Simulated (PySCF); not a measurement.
Se(Br)(Me) (CH3BrSe), SMILES C[Se]Br. Geometry optimised at PBE-D3(BJ)/def2-SVP.

Computed equilibrium geometry at PBE-D3(BJ)/def2-SVP (PySCF confirms it by a frequency run) as Cartesian coordinates in Å, and its point group:
point group Cs.
```xyz
6

Se     0.4993     0.9231     0.0000
Br    -0.1252    -1.3488     0.0000
C     -1.2947     1.7012     0.0000
H     -1.1321     2.7988     0.0000
H     -1.8464     1.4078    -0.9118
H     -1.8464     1.4078     0.9118
```
